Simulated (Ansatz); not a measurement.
`[CH3][GeH2][GeH3]` + `BN` → `B[NH][GeH3]` + `[CH3][GeH3]`  (cleavage of the Ge–Ge bond)

Gas-phase electronic energies from Ansatz, PBE0-D4/def2-TZVP geometries. CBS: MP2 limit from def2 TZ/QZ plus the TZ coupled-cluster correction, frozen cores. This one scheme is used for every species. DFT in def2-TZVPP. For Ge outer-core shells are correlated without core-valence functions, which leaves a few kJ/mol of doubt a bond. Scalar relativity is left out up to krypton.

CCSD(T)/CBS gives +32.7 kJ/mol.

(1) Another level gave +38.2 kJ/mol. Which?
A. BHLYP-D4/def2-TZVPP
B. MP2/def2-TZVPP
C. r2SCANh/def2-TZVPP
D. revPBE/def2-TZVPP

(2) What do rigid-rotor, harmonic-oscillator terms from PBE0-D4/def2-TZVP frequencies (298.15 K, 1 bar) make of the CCSD(T)/CBS value? (An estimate is asked.)

Largest T1 diagnostic among the species: 0.013.

## Answers

(1) C. r2SCANh 38.2, revPBE 44.3, MP2/def2-TZVPP 28.9, BHLYP-D4 33.4 kJ/mol.

(2) The calculation gave: ΔZPE = -6.6 kJ/mol, ΔH = +24.3 kJ/mol, ΔS = -8 J/(mol·K), ΔG = +26.7 kJ/mol.

In def2-TZVPP, CCSD(T) changes the Hartree–Fock value by +10.1 kJ/mol (the triples alone add +0.4 kJ/mol) and MP2 by +9.5 kJ/mol. At CCSD(T), def2-SVP lies −7.9 kJ/mol from the extrapolated value and def2-TZVPP −3.2 kJ/mol.
